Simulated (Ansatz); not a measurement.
CuPH3Cl⁺, that is Cu(PH3)Cl with one electron fewer, relaxed as a doublet with UKS PBE-D4/def2-TZVP in Ansatz, starting from the PBE-D4/def2-TZVP geometry of the neutral singlet. Force threshold 0.02 eV/Å.

Start:

```
atom   x (Å)   y (Å)   z (Å)
 Cu1  -0.523  -0.818  -1.049
  P2   0.259   0.408   0.522
  H3  -0.316   0.335   1.820
  H4   0.242   1.822   0.383
  H5   1.621   0.269   0.906
 Cl6  -1.284  -2.016  -2.581
```

Problem. Estimate the energy that the relaxation releases and the steps that it takes.

Solution. 18.1 kJ/mol, in 9 steps; 26 s on 4 threads of Arm Neoverse V2 on a shared host. No frequencies were taken in this run, so the end may be a saddle point.

Problem. Does the start keep its bonding and symmetry?

Solution. By distances, no bond broke or formed. The bond that changes most is Cu1–P2, from 2.14 to 2.25 Å (atoms count from 1). Point group C3v at the start, Cs at the end, both within 0.05 Å.

Problem. Predict the relaxed structure.

Solution. 
```xyz
6

Cu   -0.147   -1.014   -1.115
P     0.328    0.417    0.557
H    -0.439    0.239    1.732
H     0.139    1.784    0.247
H     1.661    0.377    1.034
Cl   -1.542   -1.803   -2.455
```
Bond lengths: 1 × Cu–P 2.25 Å; 1 × Cl–Cu 2.09 Å; 3 × H–P 1.41 to 1.42 Å.
